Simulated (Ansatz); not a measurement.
Stepwise reaction of `[Cl][GeH2][SeH]` with hydrogen chloride, as a gas-phase model of exchange steps in deposition or etching. ΔE in kJ/mol.

Gas-phase electronic energies from Ansatz, PBE0-D4/def2-TZVP geometries. CCSD(T)/CBS is the MP2 limit (def2-TZVPP, def2-QZVPP) plus CCSD(T) − MP2 in def2-TZVPP, frozen cores. This one scheme is used for every species. Functionals use def2-TZVPP. B3LYP here is the variant with VWN-RPA as its local correlation; programs differ in this. For Ge, Se outer-core shells are correlated without core-valence functions, which leaves a few kJ/mol of doubt a bond. Scalar relativity is left out up to krypton. Each species was taken in one conformer, which may not be the lowest.

```tsv
step	reaction	PBE-D4	B3LYP-D4	ωB97M-V	CCSD(T)/CBS
1	`[Cl][GeH2][SeH]` + HCl → `[Cl][GeH]([Cl])[SeH]` + H₂	-61.6	-60.4	-57.9	-56.8
2	`[Cl][GeH]([Cl])[SeH]` + HCl → `[Cl][Ge]([Cl])([Cl])[SeH]` + H₂	-52.4	-52.4	-49.4	-47.7
```

Problem. By hand: ΔE of the 2 steps together at CCSD(T)/CBS.

Solution. (-56.8) + (-47.7) = -104.5 kJ/mol, or -52.2 kJ/mol a step.

In ΔE each step is higher than the one before. All are downhill at CCSD(T)/CBS. PBE-D4 differs from CCSD(T)/CBS by -4.8 to -4.7 kJ/mol a step. Isolated molecules leave out the surface, adducts and barriers. Largest T1 diagnostic: 0.009.
